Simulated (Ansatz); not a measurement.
WH5, SMILES [WH5] (connectivity only; charge and spin as stated), neutral, multiplicity 2.

The structure is a stationary point at B3LYP-D3(BJ)/def2-TZVPD. The spin state was assumed, not searched. The def2 effective core potentials stand for the cores of W; spin–orbit coupling is left out.

Two levels are set side by side: PBE/def2-TZVPD (Ansatz, a first-principles code) and PBE0/def2-TZVPD (Ansatz). Energy differences of separate SCF runs at the same geometry; the states with an electron removed or added have multiplicity 1 and 3. Differences are taken from unrounded values.

```csv
quantity,PBE
vertical ionisation energy (eV),8.61
vertical electron affinity (eV),0.75
```

Question: These are the PBE values. What does PBE0 give? (An estimate is asked for; the answer gives what the named calculation found.)

Answer: 
```tsv
quantity	PBE0	PBE minus PBE0
vertical ionisation energy (eV)	8.74	-0.12
vertical electron affinity (eV)	0.79	-0.04
```
